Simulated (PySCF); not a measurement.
Sc(Cl)3 anion (Cl3Sc), SMILES [Cl][Sc]([Cl])[Cl] (connectivity only; charge and spin as stated), charge -1, multiplicity 2.

Geometry: PBE0-D3(BJ)/def2-SVPD. The spin state was assumed, not searched. The isomer is the one that the SMILES or the coordinates give; other isomers of the formula were not compared.

Two levels are set side by side: PBE/def2-TZVPD (PySCF) and CAM-B3LYP/def2-TZVPD (PySCF). Same geometry, gas phase. Differences are taken from unrounded values.

```csv
quantity,CAM-B3LYP
α-spin orbital gap (eV),5.38
β-spin orbital gap (eV),8.96
mean polarisability (bohr³),97.0
```

### Question
What does PBE give, and how far is it from CAM-B3LYP? (The exact figures need the calculation; the answer reports its results.)

### Answer

```tsv
quantity	PBE	PBE minus CAM-B3LYP
α-spin orbital gap (eV)	1.29	-4.08
β-spin orbital gap (eV)	5.04	-3.93
mean polarisability (bohr³)	127.9	30.8
```

Loosely held outer electrons make PBE densities more polarisable. Differences between two approximate levels are no errors against the true value.

Rough cost on one machine, each run with all the roots and properties that it gave: CAM-B3LYP against PBE within a factor of 2.
